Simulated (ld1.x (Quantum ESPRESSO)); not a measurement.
# silicon: one change to a TM potential, before and after

- Element: silicon
- Generator: ld1.x (Quantum ESPRESSO) 7.5
- Type: norm-conserving Troullier–Martins (Kleinman–Bylander form)
- Functional: LDA (PZ)
- Relativity: scalar-relativistic
- Frozen core: [Ne]
- Valence charge: 4
- Reference configuration: 3s2 3p2
- Partial waves: 3s (bound): rc 1.85 bohr; 3p (bound): rc 2.40 bohr; 3d channel at 0.25 Ry: rc 2.60 bohr
- Local potential: all-electron potential smoothed inside 1.75 bohr (lloc = -2)
- Core correction: Bessel-smoothed model core inside 1.15 bohr

Change: local potential all-electron potential smoothed inside 1.40 bohr (lloc = -2).

Cutoffs: the cutoffs (Ry, on a coarse ladder) from which the occupation-weighted sum of valence levels, in a spherical-Bessel basis at the reference potential, stays within 10 and 1 mRy of its value at 400 Ry; they do not see the model core or the augmentation charge, which bear on the density cutoff. Errors are all-electron minus pseudo energies relative to the spin-unpolarised reference configuration.

What does the change do?

The potential gets neither clearly harder nor softer (15 Ry and 35 Ry → 15 Ry and 35 Ry); of the 9 tests that both files solve, the error grows in 2 and shrinks in 0 by more than 15 % and 0.3 meV (median size 3.6 → 3.2 meV); neither file shows a bound ghost.

| quantity | base | changed |
| --- | --- | --- |
| cutoff, loose | 15 Ry | 15 Ry |
| cutoff, tight | 35 Ry | 35 Ry |
| bound ghosts | none | none |
| error for 3s2 3p1, meV [ΔE 7.83 eV] | +2.7 | +3.2 |
| error for 3s2 3p0, meV [ΔE 23.94 eV] | +19 | +22 |
| error for 3s1 3p0, meV [ΔE 58.09 eV] | +58 | +66 |
| error for 3s0 3p4, meV [ΔE 13.78 eV] | -3.6 | -3.1 |
| error for 3s2 3p1.5, meV [ΔE 2.96 eV] | +0.4 | +0.5 |
| error for 3s1 3p3, meV [ΔE 6.81 eV] | -0.8 | -0.7 |
| error for 3s2 3p2.3, meV [ΔE -0.96 eV] | +0.1 | +0.1 |
| error for 3s2 3p2 (spin-polarised), meV [ΔE -0.61 eV] | +4.5 | +4.5 |
| error for 3s2 3p1 (spin-polarised), meV [ΔE 7.62 eV] | +4.3 | +4.7 |
| s: phases at 2.83 bohr within 0.05 rad from the reference energy up to (Ry; the scan ends near 5) | 1.4 | 1.3 |
| p: phases at 2.83 bohr within 0.05 rad from the reference energy up to (Ry; the scan ends near 5) | 2.1 | 2.0 |
| d: phases at 2.83 bohr within 0.05 rad from the reference energy up to (Ry; the scan ends near 5) | 2.8 | 2.8 |
